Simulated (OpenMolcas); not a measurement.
W5+ (d1) among equal point charges was computed by CASSCF with the d shell active (OpenMolcas, ANO-RCC-VTZP on the metal). Its lowest spin-free states, and all those of the highest spin:

| 2S+1 | Degeneracy | E (cm-1) |
| --- | --- | --- |
| 2 | 3 | 0.0 |
| 2 | 2 | 6722 |

Problem. Is the site octahedral, tetrahedral or cube-like, axial, or of lower symmetry?

Solution. The states with 2S+1 = 2 have orbital degeneracies 3, 2. Threefold states need a cubic site. For d1 at this spin an octahedron puts the threefold T2 below the twofold E and a tetrahedron or cube puts the twofold E below the threefold T2, so the site is octahedral. The first gap at this spin, 6720 cm-1, is |10Dq| in ligand-field theory. The run had W5+ among 6 point charges of -1 e arranged as an octahedron (Oh), 1.99 Å from the ion.

An orbital triplet at a regular site is open to Jahn-Teller coupling, which can distort the site and quench the lowest spin-orbit gaps and is left out. This field is weak: 10Dq is about 6722 cm-1, while octahedral complexes of 5d ions of charge 3 and more, computed by the same method with explicit ligands, had a median near 35000 cm-1. Ground spin and moment need not be those of a real site. Point charges carry no covalency, so the field is a model and not that of real ligands. No measured value stands beside these numbers.
